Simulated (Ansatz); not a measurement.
W₃N₃. Charge 0, multiplicity 4. Geometry r2SCAN-D4/def2-SVP; atoms count from 1.

```xyz
6

W     0.3323   -1.4595   -0.3356
W     1.0560    0.6426    0.9370
W    -1.5110    0.2079    0.2800
N    -1.1172   -0.7687   -1.2948
N     1.7684   -0.2792   -0.5550
N    -0.5285    1.6568    0.9685
```

In the def2 sets W takes a core potential; there is no spin–orbit coupling. The charge 0 quartet is spin-contaminated (final ⟨S²⟩ up to 3.95, 3.75 for a pure state). At PBE0-D4/def2-TZVP a doublet of charge 0 lies 0.06 eV below the quartet, each at its own geometry. That doublet is doubtful there (⟨S²⟩ 1.67, where a pure state has 0.75). The structure comes from a short search, and lower isomers may exist.

Q: Estimate the Mulliken populations from the PBE0/def2-TZVP orbitals of Ansatz.

A: 
```
atom  charge (e)  spin (α − β)  d electrons
  W1        0.53          0.37         4.08
  W2        0.61          1.46         4.11
  W3        0.61          1.47         4.11
  N4       -0.56         -0.14            –
  N5       -0.56         -0.14            –
  N6       -0.62         -0.01            –
```
Mulliken values and Mayer orders depend strongly on the basis.

Q: Where does the spin sit?

A: Summed by element: W 3.29, N -0.29, of 3 unpaired in all. Largest on single atoms: W3 1.47, W2 1.46, W1 0.37.

Q: And the Mayer bond orders between bonded heavy atoms (over 0.3)?

A: W1–W2 1.32 (2.56 Å); W1–W3 1.33 (2.56 Å); W1–N4 1.50 (1.87 Å); W1–N5 1.50 (1.87 Å); W2–W3 0.85 (2.69 Å); W2–N5 1.36 (1.89 Å); W2–N6 1.45 (1.88 Å); W3–N4 1.35 (1.89 Å); W3–N6 1.45 (1.88 Å).
